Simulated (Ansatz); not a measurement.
# Two structures, one formula

The two ends of one reaction step of GeHCl4F, closed shell (PBE0-D4/def2-TZVP).

A:

Ge1  (-1.089, 0.072, -0.173)
Cl2  (0.648, 0.547, -1.325)
Cl3  (-2.219, 1.834, 0.095)
Cl4  (-0.468, -0.698, 1.688)
Cl5  (-2.221, -1.364, -1.228)
H6  (2.350, -0.069, 0.167)
F7  (2.999, -0.321, 0.776)
(Å)

B:

Ge1  (-0.701, -0.285, 0.687)
Cl2  (1.730, 0.962, -2.317)
Cl3  (-1.353, 1.699, 0.455)
Cl4  (-1.246, -1.068, 2.563)
Cl5  (-1.349, -1.519, -0.886)
H6  (1.898, 0.475, -1.142)
F7  (1.022, -0.264, 0.640)
(Å)

Program: Ansatz 0.2.0. Basis: def2-TZVPP. Cores are frozen in the correlated methods. Filled d shells of the heavier atoms are correlated. The def2 sets are not built for correlating such inner shells, so the correlated values are less sure here. B3LYP uses VWN-RPA correlation.

Question: Which structure is lower at CCSD(T), and by how much? (An estimate is asked for; the value comes from the calculation.)

Answer: Computed: A, by 2.7 kJ/mol (electronic energy, against the other); a gap this small isn't resolved in one triple-zeta basis. By their contacts, A is a complex of GeCl₄ ([Cl][Ge]([Cl])([Cl])[Cl]) + HF and B is a complex of GeCl₃F ([F][Ge]([Cl])([Cl])[Cl]) + HCl.

Question: Do the other methods give the same order? (A judgement: the text doesn't fix the answer.)

Answer: The calculation gives: Not all: B97M-V, CAM-B3LYP-D4, RPA on PBE, HF give the other order.

```
      method  E(B) − E(A) (kJ/mol)
       SPW92                   9.4
      PBE-D4                   9.8
     BLYP-D4                   3.7
   r2SCAN-D4                   2.0
      B97M-V                  -2.6
     PBE0-D4                  11.2
    B3LYP-D4                   4.6
  r2SCAN0-D4                   5.6
    BHLYP-D4                   3.9
CAM-B3LYP-D4                  -2.2
     wB97X-V                   0.0
     wB97M-V                   3.6
      B2PLYP                   2.2
    PBE-QIDH                   9.6
  RPA on PBE                  -0.9
          HF                  -5.2
         MP2                   9.3
        CCSD                   1.0
     CCSD(T)                   2.7
```

No T1 diagnostic of these runs exceeds 0.010.

Labels in which every atom is bracketed show which atoms are joined, not bond orders.

For scale, one of the runs: CCSD(T)/def2-TZVPP, 261 basis functions, launched by `ansatz run in.yaml --threads 8 --pin off --events-out ev --progress --plain --max-ram 19148MiB`. Hardware: 8 CPU threads of an Intel Xeon, shared host. Wall time 4.4 min; peak host memory 6 GiB.
